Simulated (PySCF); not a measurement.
From one molecule to another.

First species: C₆H₁₀O₂Si.
Atom-mapped SMILES: `[CH:1]#[C:2][C@@:3]([CH3:4])([SiH2:5][CH3:6])[C:7](=[O:8])[OH:9]` (hydrogens: H10 on C1; H11, H12, H13 on C4; H14, H15 on Si5; H16, H17, H18 on C6; H19 on O9)

Second species: s-BuOH, C4H10O.
SMILES: `CC[C@H](C)O`

Levels: PBE0/pcSseg-1 for dipole moment, HOMO energy, LUMO energy and HOMO–LUMO gap; GFN2-xTB for rotational constant A and rotational constant C. Geometries: GFN2-xTB. Each species is one conformer at its optimised geometry, gas phase, non-relativistic unless stated; the electronic structure was computed with PySCF and density fitting.

Dipoles, sizes and rotational constants follow the conformer. The torsions of the flexible species, by atom-mapped SMILES:
- `[CH:1]#[C:2][C@@:3]([CH3:4])([SiH2:5][CH3:6])[C:7](=[O:8])[OH:9]`: C2–C3–Si5–C6 -179°, C2–C3–C7–O8 150°, H–O9–C7–C3 -178°
- `[CH3:1][CH2:2][C@H:3]([CH3:4])[OH:5]`: C1–C2–C3–C4 -68°, H–O5–C3–C2 64°

Task: Which has the higher rotational constant C?

Result: The second: 2.665 GHz against 1.002 GHz, a difference of 1.663 GHz.

Task: Which of the two has the higher dipole moment, and by how much?

Result: The second: 1.64 D against 1.09 D, a difference of 0.55 D.

Task: Which has the higher LUMO energy?

Result: The second: 1.42 eV against -0.11 eV, a difference of 1.53 eV.

Task: Which has the higher HOMO energy?

Result: The first: -7.39 eV against -7.61 eV, a difference of 0.22 eV.

Task: Which of the two has the higher rotational constant A, and by how much?

Result: The second: 7.670 GHz against 1.616 GHz, a difference of 6.054 GHz.

Task: Which of the two has the higher HOMO–LUMO gap, and by how much?

Result: The second: 9.03 eV against 7.28 eV, a difference of 1.75 eV.

On the first: In atomic units the dipole is 0.43 e·bohr (1 au = 2.5417 D).

On the second: A dipole of 1.64 D is allowed in C1, and pure rotational transitions are dipole-allowed. In atomic units the dipole is 0.65 e·bohr (1 au = 2.5417 D).
